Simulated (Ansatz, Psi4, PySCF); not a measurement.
HBClFS, singlet, at a GFN2-xTB geometry, atoms displaced at random by about 0.08 Å a coordinate. Base run: B3LYP/STO-3G, gradient in PySCF.

The PySCF input:
```python
from pyscf import gto, scf, dft

mol = gto.M(
    atom='''
B    -0.05915807    0.25978543   -0.03238646
Cl   -1.56010765   -0.04865034   -0.50147387
F     0.54877182    1.65792467    0.03718656
S     1.28907331   -1.01611216    0.59505213
H     2.18687446    0.04000950    0.62751251
''',
    basis='sto-3g',
    verbose=4,
)

mf = dft.RKS(mol)
mf.xc = 'b3lyp'
mf.kernel()
g = mf.nuc_grad_method()
grad = g.kernel()
```

Programs used: Ansatz (an electronic-structure program), Psi4, PySCF; a row that names a program was run with it.

The coordinate followed is x of atom 2.

Variants of this job, named by their change:

```csv
change,dE/dx (Eh/bohr),net force (Eh/bohr)
base,0.130828,0.000118
code = ansatz,0.130834,0.000000
finite difference step (bohr) = 0.05; conv_tol = 1e-11,0.131276,-
conv_tol = 1e-4,0.130885,0.000118
density fitting = on,0.130828,0.000118
grids.level = 1; grid_response = off,0.130848,0.000173
finite difference step (bohr) = 1e-3; conv_tol = 1e-11,0.130816,-
grids.level = 5; grid_response = on,0.130834,0.000000
finite difference step (bohr) = 1e-5; conv_tol = 1e-11,0.130816,-
grid_response = on,0.130816,0.000000
code = psi4,0.130805,0.000071
finite difference step (bohr) = 1e-4; conv_tol = 1e-11,0.130816,-
```

The net force is zero for an exact gradient.
